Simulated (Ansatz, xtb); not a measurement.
# Two isomers of C5H8Ge

We compare I, `C#C[C@@H]1C[C@@H]1[GeH3]`, a singlet, with II, `C#C[C@@H]1C[C@H]1[GeH3]`, a singlet. Both are isolated molecules in the gas phase, relaxed with B3LYP-D3(BJ)/def2-SVP.

I (Å):

```xyz
14

C    -2.1859   -2.5935    1.5073
C    -1.5076   -2.5748    0.5022
C    -0.7095   -2.5365   -0.6978
C     0.7732   -2.2308   -0.6308
C    -0.1613   -1.2118   -1.2266
Ge   -0.5385    0.4845   -0.3233
H    -2.7836   -2.6103    2.3985
H    -1.0162   -3.2595   -1.4620
H     1.1944   -2.0352    0.3594
H     1.4308   -2.7931   -1.2997
H    -0.1499   -1.1386   -2.3193
H     0.3030    1.5920   -0.9958
H    -2.0317    0.8473   -0.4465
H    -0.1434    0.3792    1.1614
```

II (Å):

```xyz
14

C    -3.4060   -1.9230    1.1246
C    -2.3018   -1.5348    0.8076
C    -0.9887   -1.0777    0.4302
C    -0.8027   -0.1944   -0.7869
C    -0.3286   -1.6220   -0.8356
Ge    1.5733   -2.0628   -0.8253
H    -4.3829   -2.2663    1.4069
H    -0.3238   -0.8714    1.2774
H    -0.0635    0.6086   -0.7085
H    -1.6990    0.0680   -1.3543
H    -0.9595   -2.3061   -1.4119
H     2.1579   -1.9805   -2.2514
H     2.2884   -1.0332    0.0774
H     1.8013   -3.4817   -0.2650
```

Quicker runs give these differences E(II) − E(I): GFN2-xTB −0.14 kcal/mol; HF/STO-3G −0.54 kcal/mol (at GFN2-xTB geometries); r2SCAN-D4/def2-SVP −0.19 kcal/mol (at GFN2-xTB geometries).

Q: Estimate E(II) − E(I) at the level CCSD(T)/def2-SVP + ΔMP2/def2-TZVPP.

A: Too close to call at this level: CCSD(T)/def2-SVP + ΔMP2/def2-TZVPP gives E(II) − E(I) = +0.01 kcal/mol.

The same difference at several levels:

| level | geometry | E(II) − E(I) (kcal/mol) | departure from the last row (kcal/mol) | job, with rough time for the two |
| --- | --- | --- | --- | --- |
| GFN2-xTB | GFN2-xTB | −0.14 | −0.15 | optimisation, 0.18 s |
| HF/STO-3G | GFN2-xTB | −0.54 | −0.55 | single point, 0.48 s |
| r2SCAN-D4/def2-SVP | GFN2-xTB | −0.19 | −0.20 | single point, 3.6 s |
| B3LYP-D3(BJ)/def2-SVP | B3LYP-D3(BJ)/def2-SVP | +0.05 | +0.05 | optimisation, 50 s |
| HF/def2-SVP | B3LYP-D3(BJ)/def2-SVP | −0.52 | −0.52 | part of the CCSD(T) run |
| MP2/def2-SVP | B3LYP-D3(BJ)/def2-SVP | −0.04 | −0.05 | part of the CCSD(T) run |
| CCSD(T)/def2-SVP | B3LYP-D3(BJ)/def2-SVP | −0.08 | −0.08 | single point |
| CCSD(T)/def2-SVP + ΔMP2/def2-TZVPP | B3LYP-D3(BJ)/def2-SVP | +0.01 |  | single point, 50 s |

As drawn, both hold the same kinds of bond in the same numbers.

The largest departure from CCSD(T)/def2-SVP + ΔMP2/def2-TZVPP is that of HF/STO-3G, 0.55 kcal/mol. The last row adds to CCSD(T) the change of the MP2 difference between the two basis sets, here +0.08 kcal/mol.

With thermal terms from frequencies at re-optimised GFN2-xTB minima (ideal gas, soft modes damped towards free rotors, one conformer each, 298.15 K, 1 atm): on the last row, ΔE + ΔZPE = −0.11, ΔH = −0.04, ΔG = −0.28 kcal/mol.

The correlated steps freeze 14 core orbitals; the filled d shell of Ge is correlated, in a basis made for valence electrons. Programs: Ansatz 0.2.0, xtb 6.7.1; the last row on 2 threads of Intel(R) Xeon(R) 6975P-C (Granite Rapids) on a shared host.
